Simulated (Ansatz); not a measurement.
A series at Hf: from `[NH2][Hf]([NH2])([NH2])[F]`, ligands are replaced one by one, each step taking up H₂O and setting free NH₃; n counts the steps. Ansatz, PBE0-D4/def2-TZVP geometries. Each molecule was computed in one conformer, which needn't be the lowest.

```
n                      molecule  HOMO energy, ωB97M-V/def2-TZVPP (eV)
0  `[NH2][Hf]([NH2])([NH2])[F]`                                 -9.45
1   `[NH2][Hf]([NH2])([OH])[F]`                                 -9.55
2    `[NH2][Hf]([OH])([OH])[F]`                                 -9.61
3     `[OH][Hf]([OH])([OH])[F]`                                     ?
```

Task: By hand: fit a straight line y = ȳ + b (n − n̄) to the 3 given rows and predict n = 3.

Result: n̄ = 1.000, ȳ = -9.537; Σ(n − n̄)(y − ȳ) = -0.160, Σ(n − n̄)² = 2.000, so b = -0.080 eV a step. Prediction: -9.537 + (-0.080) × (2.000) = -9.70 eV.

Task: By hand: compare with the computed value, -11.44 eV, and give the steps along the whole series.

Result: The line misses by -1.74 eV (computed minus predicted). Steps: -0.10, -0.06, -1.83 eV.

One step carries most of the change, so a line is a poor guide. The highest orbital can change its character along such a series. The miss is 87.4 % of the series' range.
